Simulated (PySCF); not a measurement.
# Fe²⁺ (iron, charge +2) across methods

[Ar] 3d6, high-spin 5D determinant. All numbers are calculated (PySCF 2.14, scalar relativity by spin-free X2C-1e, in aug-cc-pVQZ-DK).

```json
{"method": "MN15", "E (hartree)": "-1272.483", "mean ε 3p β (eV)": "-80.179", "mean ε 3d α (eV)": "-30.553", "mean ε 3d β (eV)": "-26.835", "Σ⟨r²⟩ (bohr²)": "16.12", "⟨S²⟩": "6.002"}
{"method": "PBE0", "E (hartree)": "-1271.511", "mean ε 3p β (eV)": "-78.940", "mean ε 3d α (eV)": "-29.705", "mean ε 3d β (eV)": "-25.794", "Σ⟨r²⟩ (bohr²)": "16.09", "⟨S²⟩": "6.002"}
{"method": "BLYP", "E (hartree)": "-1271.791", "mean ε 3p β (eV)": "-75.583", "mean ε 3d α (eV)": "-27.074", "mean ε 3d β (eV)": "-23.791", "Σ⟨r²⟩ (bohr²)": "16.34", "⟨S²⟩": "6.002"}
{"method": "UHF", "E (hartree)": "-1270.55113", "mean ε 3p β (eV)": "-87.454", "mean ε 3d α (eV)": "-36.620", "mean ε 3d β (eV)": "-31.083", "Σ⟨r²⟩ (bohr²)": "15.78", "⟨S²⟩": "6.004"}
{"method": "M06-2X", "E (hartree)": "-1271.741", "mean ε 3p β (eV)": "-82.370", "mean ε 3d α (eV)": "-32.410", "mean ε 3d β (eV)": "-27.995", "Σ⟨r²⟩ (bohr²)": "16.00", "⟨S²⟩": "6.005"}
{"method": "LDA", "E (hartree)": "-1269.151", "mean ε 3p β (eV)": "-75.801", "mean ε 3d α (eV)": "-27.452", "mean ε 3d β (eV)": "-23.694", "Σ⟨r²⟩ (bohr²)": "16.29", "⟨S²⟩": "6.001"}
{"method": "PBE", "E (hartree)": "-1271.478", "mean ε 3p β (eV)": "-75.635", "mean ε 3d α (eV)": "-27.188", "mean ε 3d β (eV)": "-23.700", "Σ⟨r²⟩ (bohr²)": "16.28", "⟨S²⟩": "6.001"}
```

Estimate the same row for r2SCAN.

E (hartree) = -1271.692; mean ε 3p β (eV) = -76.467; mean ε 3d α (eV) = -27.518; mean ε 3d β (eV) = -23.684; Σ⟨r²⟩ (bohr²) = 16.09; ⟨S²⟩ = 6.002.
